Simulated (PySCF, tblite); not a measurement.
C₄H₁₁PSi₂.
Structure used (GFN2-xTB), in Å, numbered top down from 1:
```
atom  x, y, z in Å
C1    -2.686    2.080    0.050
C2    -1.706    1.386   -0.030
Si3   -0.136    0.393   -0.167
Si4    0.078   -0.586   -2.277
P5     1.630    1.737    0.322
C6    -0.204   -0.896    1.256
C7     1.072   -1.725    1.316
H8    -3.551    2.675    0.125
H9     1.457   -0.531   -2.769
H10   -0.766    0.073   -3.275
H11   -0.319   -1.996   -2.240
H12    1.438    2.550   -0.781
H13    0.910    2.592    1.138
H14   -0.354   -0.394    2.214
H15   -1.062   -1.555    1.112
H16    1.046   -2.425    2.150
H17    1.205   -2.295    0.398
H18    1.939   -1.077    1.445
```

Method used: wB97X-D/def2-SVPD in PySCF (dipole) on a GFN2-xTB geometry, gas phase.

Take the most abundant isotopes and a rigid rotor. The values belong to one conformer with, in the numbering `[CH:1]#[C:2][Si@@:3]([SiH3:4])([PH2:5])[CH2:6][CH3:7]`, C2–Si3–P5–H -65° and 27°, C2–Si3–C6–C7 -176°.

Give the principal moments of inertia and the rotational constants in MHz.

Ia = 423.66, Ib = 464.82, Ic = 536.52 u·Å²; 505379 MHz·u·Å²/I gives A = 1193, B = 1087, C = 942.0 MHz.

Classify the top.

An asymmetric top. Ray's parameter κ = (2B − A − C)/(A − C) = 0.158; −1 is the prolate and +1 the oblate limit.

What does the inertial defect say?

Not planar: Δ = Ic − Ia − Ib = -351.96 u·Å². For a rigid frame Δ = −2 Σ m c², so Σ m c² = 175.98 u·Å² lies off the ab plane: 30.51 from hydrogen and 145.47 from heavier atoms. The atom farthest from that plane is 2.49 Å away.

Give the other two planar moments, Paa and Pbb, and the rms extents of the mass along the axes.

Paa = Σ m a² = (Ib + Ic − Ia)/2 = 288.84 and Pbb = Σ m b² = (Ia + Ic − Ib)/2 = 247.68 u·Å². With the mass M = 146.01 u, the rms extents √(P/M) along a, b and c are 1.41, 1.30, 1.10 Å.

Where do the levels up to J = 3 lie, in cm⁻¹?

Above 0(0,0):
J = 1: 1(0,1) 0.0677, 1(1,1) 0.0712, 1(1,0) 0.0761
J = 2: 2(0,2) 0.2004, 2(1,2) 0.2017, 2(1,1) 0.2163, 2(2,1) 0.2269, 2(2,0) 0.2295
J = 3: 3(0,3) 0.3958, 3(1,3) 0.3961, 3(1,2) 0.4241, 3(2,2) 0.4299, 3(2,1) 0.4402, 3(3,1) 0.4610, 3(3,0) 0.4621

Predict some low-J microwave lines.

The dipole components are |μa| = 0.50 D, |μb| = 0.14 D, |μc| = 0.73 D. The squared components, which scale the intensities, stand as 0.46 : 0.04 : 1.00 (a : b : c). Some lines, for components of 0.1 D or more:

```csv
type,branch,"J(Ka,Kc)",MHz,lower level (cm⁻¹)
c,Q,"2(2,1) ← 2(1,1)",317,0.216
a,Q,"2(1,1) ← 2(1,2)",436,0.202
b,Q,"2(1,1) ← 2(0,2)",476,0.200
b,Q,"2(2,1) ← 2(1,2)",753,0.202
a,R,"1(0,1) ← 0(0,0)",2029,0.000
b,R,"1(1,1) ← 0(0,0)",2135,0.000
c,R,"1(1,0) ← 0(0,0)",2280,0.000
b,R,"2(0,2) ← 1(1,1)",3873,0.071
a,R,"2(0,2) ← 1(0,1)",3979,0.068
a,R,"2(1,1) ← 1(1,0)",4204,0.076
c,R,"2(1,1) ← 1(0,1)",4455,0.068
b,R,"2(2,1) ← 1(1,0)",4521,0.076
c,R,"2(2,1) ← 1(1,1)",4666,0.071
```

Estimate the classical rotational partition function at 100 K, 200 K and 500 K.

Point group C1, symmetry number σ = 1; q = (√π/σ)·√((kT/h)³/(ABC)), k/h = 20836.6 MHz/K: 153000 at 100 K, 431000 at 200 K, 1710000 at 500 K.

Its GFN2-xTB frequencies are all real (lowest 22 cm⁻¹). These are rigid-rotor constants of the computed structure; measured ground-state constants (B0) also hold zero-point vibration. A rigid rotor knows nothing of internal rotation, which can split or shift real lines.

Time: 2.0 min wall; peak memory 1.1 GiB. Hardware: one thread, Arm Neoverse N1 (aarch64), shared host with 64 logical CPUs at a one-minute load of 58. This is the wB97X-D/def2-SVPD job that gave the dipole, with the excitations it also computed.
